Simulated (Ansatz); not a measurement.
Basis-set extrapolation for CH₅FO₂Si, SMILES `CO[SiH](O)F` (PBE0-D4/def2-TZVP geometry, frozen core, Ansatz 0.2.0). Multiplicity 1, RHF reference.

|  | def2-TZVPP | def2-QZVPP |
| --- | --- | --- |
| HF | -579.193038 | -579.217221 |
| MP2 correlation | -1.016219 | -1.100924 |
| CCSD(T) correlation | -1.075800 | not run |

Energies in hartree. Use E(X) = E(∞) + A·exp(−7.88·√X) for Hartree–Fock and E(X) = E(∞) + B·X^(−2.97) for correlation, with X = 3 and 4, and add CCSD(T) minus MP2 of the smaller set to the MP2 limit.

**Question.** What is the CCSD(T) energy at the basis-set limit?

**Answer.** HF limit: -579.217221 + (-0.024183) × 0.13774 = -579.22055. MP2 limit: -1.100924 + (-0.084705) × 0.74074 = -1.16367. Higher-order term: -1.075800 − (-1.016219) = -0.05958. Total: -580.44380 hartree, 459.4 kJ/mol below CCSD(T)/def2-TZVPP.
